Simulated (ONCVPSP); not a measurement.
**An all-electron radial function and its pseudo partner (gallium)**

Columns: radius, all-electron u(r) and pseudo u(r) of the 3p shell (level -102.54 eV) of gallium in the configuration [Ne] 3s2 3p6 3d10 4s2 4p0.5; LDA (Perdew-Wang 92), scalar-relativistic, ONCV scheme, ONCVPSP 4.0.1.

```
r (bohr)  all-electron  pseudo
   0.068       -0.5342  0.0478
   0.135       -0.6660  0.1801
   0.202       -0.2944  0.3762
   0.270        0.2377  0.6094
   0.338        0.7086  0.8426
   0.405        1.0360  1.0419
   0.473        1.2269  1.1907
   0.540        1.3017  1.2731
   0.608        1.2958  1.2919
   0.675        1.2372  1.2549
   0.742        1.1482  1.1770
   0.810        1.0424  1.0719
   0.878        0.9318  0.9553
   0.945        0.8248  0.8403
   1.013        0.7221  0.7306
   1.080        0.6291  0.6327
   1.148        0.5437  0.5448
   1.215        0.4688  0.4689
   1.283        0.4017  0.4016
   1.350        0.3440  0.3439
   1.418        0.2931  0.2930
   1.485        0.2497  0.2496
   1.553        0.2118  0.2117
   1.620        0.1798  0.1797
   1.688        0.1520  0.1520
   1.755        0.1287  0.1286
```

**Question.** How many radial nodes do the two functions have?

**Answer.** The all-electron 3p function has n − l − 1 = 1; the pseudo-wave has 0, since the states of the same l below it are removed with the core.

**Question.** At about which radius was the pseudo-wave matched?

**Answer.** 1.35 bohr. The columns agree to 0.0005 from 1.22 bohr on; several derivatives are matched, so the curves merge somewhat inside the radius.

**Question.** Is the pseudo-wave norm-conserving?

**Answer.** Yes: the ONCV scheme keeps the norm inside the radius equal to the all-electron one, which fixes the energy derivative of the logarithmic derivative at the level.
